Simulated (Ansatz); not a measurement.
Ansatz (an electronic-structure program) input (RPA@PBE/cc-pV(T+d)Z):
A basis named .json is the Basis Set Exchange file of that set.

Ansatz 0.2 input:
```yaml
crystal:
  periodic: [false, false, false]
  atoms:
    - {symbol: N, position_ang: [-0.00000000, -0.00000000, -0.90472069]}
    - {symbol: P, position_ang: [0.00000000, 0.00000000, 0.55016401]}
    - {symbol: H, position_ang: [-0.00000000, -0.00000000, -1.91941528]}
basis:
  gaussian:
    orbitals: cc-pV_T+d_Z.json
hamiltonian:
  xc: pbe
total_charge: 1
magnetization: {spin_polarized: false}
correlation: {method: rpa, electrons: outside_noble_gas}
```

Output:

```
Functional definition: PBE
integrals: 0.03 GiB planned
497 factors; integrals over basis functions are off by at most 1.1e-3 eV
mean field: 0.20 GiB planned
mean field evaluation 1: about -10754.0550 eV, gradient 1.2e2 eV
mean field evaluation 2: about -10754.0514 eV, gradient 1.2e2 eV
mean field evaluation 4: about -10775.5632 eV, gradient 4.3e1 eV
mean field evaluation 8: about -10781.0885 eV, gradient 5.5e-1 eV
mean field evaluation 16: about -10781.0854 eV, gradient 1.8e-5 eV
mean field evaluation 32: about -10761.2486 eV, gradient 4.9e1 eV
mean field -10781.08544871 eV, -396.1975825578 hartree, gradient 2.9e-6 eV, S^2 0.000000; 0 other end points of the search recorded, 0 dependent functions left out
6 core orbitals not correlated
reference -10761.72629295 eV, -395.4861467059 hartree; 5, 5 occupied and 72, 72 virtual orbitals, 497 factors
Total energy: -10776.00916830 eV, -396.0110326935 hartree
```

It need not be the lowest isomer of its formula.
